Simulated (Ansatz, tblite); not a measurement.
Spin states of Pd₃Au (the lowest doublet isomer of a short search), each relaxed with B3LYP-D4/def2-SVP in Ansatz. Electronic energies in the gas phase.

In the def2 sets Au, Pd take a core potential; there is no spin–orbit coupling. The xTB rows come from tblite. LC-ωPBE has ω = 0.4 bohr⁻¹. HOMO above LUMO, or a gap near zero within one spin, warns that the state may not be the lowest or that an electron is smeared out. The structure comes from a short search, and lower isomers may exist.

Doublet geometry (C3v within 0.1 Å):

Cartesian coordinates in Å:
```
Pd -1.456 0.685 -0.242
Pd 0.276 -0.067 1.602
Pd 1.133 0.951 -0.677
Au 0.047 -1.569 -0.684
```

Quartet geometry (Cs within 0.1 Å):

Cartesian coordinates in Å:
```
Pd 0.365 0.887 1.343
Pd -1.554 -0.550 0.087
Pd 0.899 -1.250 0.056
Au 0.289 0.913 -1.486
```

⟨S²⟩: doublet 0.78 at PBE0-D4/def2-TZVP (pure 0.75), quartet 3.78 at PBE0-D4/def2-TZVP (pure 3.75).

Run but left out: HF/def2-TZVP, MP2/def2-TZVP (doublet: ⟨S²⟩ 1.44, where a pure state has 0.75); PBE-D4/def2-TZVP, revPBE-D4/def2-TZVP (quartet: an occupied level 0.07 to 0.08 eV above an empty one).

Only these spin states were relaxed. Higher spins weren't run and may lie lower.

Problem. Estimate which spin state lies lowest at each of these levels, and by how much: GFN1-xTB; GFN2-xTB; r2SCAN-D4/def2-TZVP; r2SCANh-D4/def2-TZVP; PBE0-D4/def2-TZVP; CAM-B3LYP-D4/def2-TZVP; LC-ωPBE/def2-TZVP; ωB97M-V/def2-TZVP.

Solution. 
| level | quartet − doublet (kcal/mol) | lowest of these | remarks |
| --- | --- | --- | --- |
| GFN1-xTB | 46.6 | doublet | – |
| GFN2-xTB | 39.6 | doublet | – |
| r2SCAN-D4/def2-TZVP | 19.3 | doublet | gap within one spin near zero (quartet) |
| r2SCANh-D4/def2-TZVP | 20.1 | doublet | – |
| PBE0-D4/def2-TZVP | 23.3 | doublet | – |
| CAM-B3LYP-D4/def2-TZVP | 23.7 | doublet | – |
| LC-ωPBE/def2-TZVP | 24.4 | doublet | – |
| ωB97M-V/def2-TZVP | 27.8 | doublet | – |

Change of the quartet − doublet gap on mixing in exact exchange, in kcal/mol: r2SCAN to r2SCANh (10 % exact exchange) 0.8. The xTB methods have no term that favours high spin, so they put low spin too low.
